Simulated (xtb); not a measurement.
C6H17N2Si (SMILES [CH2][Si](C)(N(C)C)N(C)C), doublet, at a GFN2-xTB geometry; GFN2-xTB run with xtb 6.7.1.

xtb was given this input:
```
$ xtb mol.xyz --gfn 2 --uhf 1 --ohess --json

# file mol.xyz
26

C      0.25366984     1.53643358     1.62336986
Si     0.10184553     0.57715978     0.05179822
C      0.26386120     1.72617897    -1.45996569
N     -1.41665354    -0.27679414    -0.11924646
C     -2.59400151     0.37539461    -0.62058099
C     -1.73362300    -1.36142921     0.77178281
N      1.25984090    -0.71239725     0.10144041
C      2.55517453    -0.51112143     0.69150995
C      1.27171034    -1.74932415    -0.89911921
H      0.00927422     2.58337380     1.67580067
H      0.29825445     1.05028802     2.58349626
H     -0.35857494     2.61015670    -1.37187057
H     -0.00167767     1.22099954    -2.38376509
H      1.29036193     2.06528291    -1.55661148
H     -3.22054656    -0.34765693    -1.15245346
H     -2.31392423     1.16790131    -1.30631951
H     -3.19623104     0.80910193     0.18839840
H     -0.81325810    -1.79744963     1.14639509
H     -2.30320628    -2.12830908     0.23725211
H     -2.33871686    -1.02340860     1.62202806
H      2.48515752     0.25852465     1.45509535
H      3.30062962    -0.19612082    -0.05086734
H      2.90697925    -1.44157892     1.14832838
H      1.57720845    -2.69924582    -0.44744605
H      1.97345564    -1.52206732    -1.71246483
H      0.27591702    -1.86248333    -1.31750929
```

It wrote (shortened):

```
   ID    Z sym.   atoms
    1    6 C      1, 3, 5, 6, 8, 9
    2   14 Si     2
    3    7 N      4, 7
    4    1 H      10-26

           -------------------------------------------------
          |                Calculation Setup                |
           -------------------------------------------------

           -------------------------------------------------
          |                 G F N 2 - x T B                 |
           -------------------------------------------------

          ...................................................
          :                      SETUP                      :
          :.................................................:
          :  # basis functions                  59          :
          :  # atomic orbitals                  58          :
          :  # shells                           36          :
          :  # electrons                        55          :
          :  max. iterations                   250          :
          :  Hamiltonian                  GFN2-xTB          :
          :  restarted?                      false          :
          :  GBSA solvation                  false          :
          :  PC potential                    false          :
          :  electronic temp.          300.0000000     K    :
          :  accuracy                    1.0000000          :
          :  -> integral cutoff          0.2500000E+02      :
          :  -> integral neglect         0.1000000E-07      :
          :  -> SCF convergence          0.1000000E-05 Eh   :
          :  -> wf. convergence          0.1000000E-03 e    :
          :  Broyden damping             0.4000000          :
          :  net charge                          0          :
          :  unpaired electrons                  1          :
          ...................................................

 iter      E             dE          RMSdq      gap      omega  full diag
   1    -29.3370753 -0.293371E+02  0.356E+00    6.29       0.0  T
   2    -29.4000876 -0.630124E-01  0.308E+00    4.84       1.0  T
   3    -29.4198383 -0.197507E-01  0.170E+00    5.84       1.0  T
   4    -29.4128791  0.695921E-02  0.120E+00    5.17       1.0  T
   5    -29.4229547 -0.100756E-01  0.448E-01    5.54       1.0  T
   6    -29.4236169 -0.662201E-03  0.228E-01    5.68       1.0  T
   7    -29.4237830 -0.166115E-03  0.132E-01    5.69       1.0  T
   8    -29.4239457 -0.162726E-03  0.525E-02    5.68       1.0  T
   9    -29.4239703 -0.246010E-04  0.221E-02    5.70       1.0  T
  10    -29.4239715 -0.111932E-05  0.897E-03    5.70       2.2  T
  11    -29.4239718 -0.327223E-06  0.486E-03    5.69       4.0  T
  12    -29.4239720 -0.256269E-06  0.128E-03    5.70      15.4  T
  13    -29.4239721 -0.189855E-07  0.503E-04    5.70      39.0  T
  14    -29.4239721 -0.104941E-08  0.171E-04    5.69     114.4  T

   *** convergence criteria satisfied after 14 iterations ***

         :::::::::::::::::::::::::::::::::::::::::::::::::::::
         ::                     SUMMARY                     ::
         :::::::::::::::::::::::::::::::::::::::::::::::::::::
         :: total energy             -29.029215820870 Eh    ::
         :: gradient norm              0.000028593743 Eh/a0 ::
         :: HOMO-LUMO gap              5.694929097251 eV    ::
         ::.................................................::
         :: SCC energy               -29.423691792133 Eh    ::
         :: -> isotropic ES            0.032380545509 Eh    ::
         :: -> anisotropic ES          0.010792508571 Eh    ::
         :: -> anisotropic XC          0.017686505264 Eh    ::
         :: -> dispersion             -0.020939263014 Eh    ::
         :: repulsion energy           0.394475971264 Eh    ::
         :: add. restraining           0.000000000000 Eh    ::
         :: total charge               0.000000000003 e     ::
         :::::::::::::::::::::::::::::::::::::::::::::::::::::

      -----------------------------------------------------------
     |                   =====================                   |
     |                        A N C O P T                        |
     |                   =====================                   |
     |               Approximate Normal Coordinate               |
     |                Rational Function Optimizer                |
      -----------------------------------------------------------
      -----------------------------------------------------------
     |                   =====================                   |
     |                        A N C O P T                        |
     |                   =====================                   |
     |               Approximate Normal Coordinate               |
     |                Rational Function Optimizer                |
      -----------------------------------------------------------

          ...................................................
          :                      SETUP                      :
          :.................................................:
          :   optimization level            normal          :
          :   max. optcycles                   200          :
          :   ANC micro-cycles                  20          :
          :   degrees of freedom                72          :
          :.................................................:
          :   RF solver                   davidson          :
          :   write xtbopt.log                true          :
          :   linear?                        false          :
          :   energy convergence         0.5000000E-05 Eh   :
          :   grad. convergence          0.1000000E-02 Eh/α :
          :   maxmium RF displ.          1.0000000          :
          :   Hlow (freq-cutoff)         0.1000000E-01      :
          :   Hmax (freq-cutoff)         5.0000000          :
          :   S6 in model hess.         20.0000000          :
          ...................................................

[...]
 * total energy  :   -29.0292158 Eh     change       -0.2008349E-09 Eh
   *** GEOMETRY OPTIMIZATION CONVERGED AFTER 1 ITERATIONS ***
         :: total energy             -29.029215821102 Eh    ::
[...]
  25:  0.38  26: 94.10  27:  4.87  28: 20.39  29:  5.49  30: 50.22  31:115.15  32: 82.54
  33: 62.57  34: 92.29  35: 42.72  36:  1.46  37:  1.27  38:  0.14  39:  1.37  40:  5.11
  41:  4.53  42: 32.07  43: 24.53  44:  9.45  45: 27.65  46: 16.71  47:  0.64  48:  0.41
  49:  0.30  50:  1.61  51:  4.40  52:  0.16  53:  0.56  54: 10.02  55:  3.11  56:  2.91
  57:  2.28  58: 12.60  59:  0.38  60:  1.46  61:  0.17  62: 94.93  63: 87.50  64: 69.01
  65: 59.13  66: 47.10  67: 90.52  68: 79.85  69:116.86  70: 22.07  71: 20.03  72: 31.21
  73: 32.89  74: 15.24  75: 18.44  76: 26.22  77: 19.14  78: 42.85
 Raman intensities (Ä⁴*amu⁻¹)
   1:  0.00   2:  0.00   3:  0.00   4:  0.00   5:  0.00   6:  0.00   7:  0.00   8:  0.00
   9:  0.00  10:  0.00  11:  0.00  12:  0.00  13:  0.00  14:  0.00  15:  0.00  16:  0.00
  17:  0.00  18:  0.00  19:  0.00  20:  0.00  21:  0.00  22:  0.00  23:  0.00  24:  0.00
  25:  0.00  26:  0.00  27:  0.00  28:  0.00  29:  0.00  30:  0.00  31:  0.00  32:  0.00
  33:  0.00  34:  0.00  35:  0.00  36:  0.00  37:  0.00  38:  0.00  39:  0.00  40:  0.00
  41:  0.00  42:  0.00  43:  0.00  44:  0.00  45:  0.00  46:  0.00  47:  0.00  48:  0.00
  49:  0.00  50:  0.00  51:  0.00  52:  0.00  53:  0.00  54:  0.00  55:  0.00  56:  0.00
  57:  0.00  58:  0.00  59:  0.00  60:  0.00  61:  0.00  62:  0.00  63:  0.00  64:  0.00
  65:  0.00  66:  0.00  67:  0.00  68:  0.00  69:  0.00  70:  0.00  71:  0.00  72:  0.00
  73:  0.00  74:  0.00  75:  0.00  76:  0.00  77:  0.00  78:  0.00
 output can be read by thermo (or use thermo option).
 writing <g98.out> molden fake output.
 recommended (thermochemical) frequency scaling factor: 1.0
           -------------------------------------------------
          |             Thermodynamic Functions             |
           -------------------------------------------------

c1  symmetry found (for desy threshold:  0.10E+00) used in thermo

          ...................................................
          :                      SETUP                      :
          :.................................................:
          :  # frequencies                          72      :
          :  # imaginary freq.                       0      :
          :  linear?                             false      :
          :  only rotor calc.                    false      :
          :  symmetry                               c1      :
          :  rotational number                       1      :
          :  scaling factor                  1.0000000      :
          :  rotor cutoff                   50.0000000 cm⁻¹ :
          :  imag. cutoff                  -20.0000000 cm⁻¹ :
          :.................................................:

    mode    ω/cm⁻¹     T·S(HO)/kcal·mol⁻¹    T·S(FR)/kcal·mol⁻¹   T·S(vib)
   ------------------------------------------------------------------------
       1     45.54    -1.49141 ( 40.77%)    -1.08397 ( 59.23%)    -1.25006
       2     65.96    -1.27326 ( 75.17%)    -0.97433 ( 24.83%)    -1.19905
       3     98.77    -1.03711 ( 93.84%)    -0.85477 (  6.16%)    -1.02587
       4    119.74    -0.92563 ( 97.05%)    -0.79775 (  2.95%)    -0.92185
       5    138.18    -0.84343 ( 98.31%)    -0.75532 (  1.69%)    -0.84195
       6    141.32    -0.83064 ( 98.46%)    -0.74868 (  1.54%)    -0.82937
       7    157.40    -0.76946 ( 98.99%)    -0.71675 (  1.01%)    -0.76893
       8    175.14    -0.70946 ( 99.34%)    -0.68512 (  0.66%)    -0.70930
       9    188.52    -0.66855 ( 99.51%)    -0.66332 (  0.49%)    -0.66853
      10    196.03    -0.64699 ( 99.58%)    -0.65175 (  0.42%)    -0.64701
      11    207.61    -0.61556 ( 99.66%)    -0.63475 (  0.34%)    -0.61562
      12    211.14    -0.60638 ( 99.69%)    -0.62976 (  0.31%)    -0.60646
      13    217.50    -0.59028 ( 99.72%)    -0.62097 (  0.28%)    -0.59037
      14    283.02    -0.45180 ( 99.90%)    -0.54298 (  0.10%)    -0.45189
      15    297.95    -0.42587 ( 99.92%)    -0.52775 (  0.08%)    -0.42595
   ------------------------------------------------------------------------

   temp. (K)  partition function   enthalpy   heat capacity  entropy
                                   cal/mol     cal/K/mol   cal/K/mol   J/K/mol
 298.15  VIB  0.931E+05             7529.921     44.292     46.874
         ROT  0.664E+06              888.752      2.981     29.623
         INT  0.618E+11             8418.673     47.273     76.497
         TR   0.169E+28             1481.254      4.968     40.813
         TOT                        9899.9269    52.2408   117.3104   490.8269

       T/K    H(0)-H(T)+PV         H(T)/Eh          T*S/Eh         G(T)/Eh
   ------------------------------------------------------------------------
    298.15    0.157765E-01    0.237779E+00    0.557380E-01    0.182041E+00
   ------------------------------------------------------------------------

         :::::::::::::::::::::::::::::::::::::::::::::::::::::
         ::                  THERMODYNAMIC                  ::
         :::::::::::::::::::::::::::::::::::::::::::::::::::::
         :: total free energy         -28.847175086617 Eh   ::
         ::.................................................::
         :: total energy              -29.029215821102 Eh   ::
         :: zero point energy           0.222002176120 Eh   ::
         :: G(RRHO) w/o ZPVE           -0.039961441635 Eh   ::
         :: G(RRHO) contrib.            0.182040734485 Eh   ::
         :::::::::::::::::::::::::::::::::::::::::::::::::::::

optimized geometry written to: xtbopt.xyz

           -------------------------------------------------
          | TOTAL ENERGY              -29.029215821102 Eh   |
          | TOTAL ENTHALPY            -28.791437107223 Eh   |
          | TOTAL FREE ENERGY         -28.847175086617 Eh   |
          | GRADIENT NORM               0.000028529644 Eh/α |
          | HOMO-LUMO GAP               5.694944780324 eV   |
           -------------------------------------------------

normal termination of xtb
```
